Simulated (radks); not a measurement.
Results of a calculation; reference values are marked as such.
Species: Tl IV. Configuration: [Xe] 4f14 5d10. Level of theory: Dirac Kohn-Sham, PBEsol, spin-unpolarised, spherical densities, finite nucleus; Fermi nuclear charge, rms radius 5.4759 fm (a radial shooting solver on a logarithmic mesh with Libxc functionals).

Radial electron density D(r) = 4 pi r^2 rho(r):

r (bohr)  D(r) (e/bohr)
0.002549          42.27
0.00292           49.57
0.003372          58.11
0.003895          67.37
0.004462          76.56
0.005153          86.41
0.005951          95.92
0.006818          104.1
0.007874          111.2
0.009094          116.1
0.01042           118.3
0.01203           118.0
0.0139            115.1
0.01592           111.1
0.01839           106.9
0.02123           104.7
0.02433           106.2
0.0281            112.6
0.03245           123.4
0.03717           135.6
0.04293           146.6
0.04958           151.6
0.0568            148.5
0.0656            138.3
0.07576           126.3
0.0868            119.9
0.1002            122.8
0.1158            133.2
0.1326            141.6
0.1532            139.1
0.1769            122.0
0.2027            99.61
0.2341            82.68
0.2703            80.81
0.3097            88.72
0.3577            94.63
0.4131            88.18
0.4732            71.45
0.5465            50.95
0.6312            35.74
0.7231            28.29
0.8351            24.91
0.9645            22.29
1.105             18.75
1.276             14.08
1.474             9.476
1.689             5.908
1.95              3.212
2.252             1.538
2.58             0.6695
2.98             0.2345
3.441           0.06677
3.943           0.01619
4.553          0.002712

D(r) has 4 maxima, at r = 0.0110, 0.0504, 0.139, 0.361 bohr, and minima at 0.0216, 0.0896, 0.256 bohr, inside which lie 2.03, 11.05, 30.08 electrons.
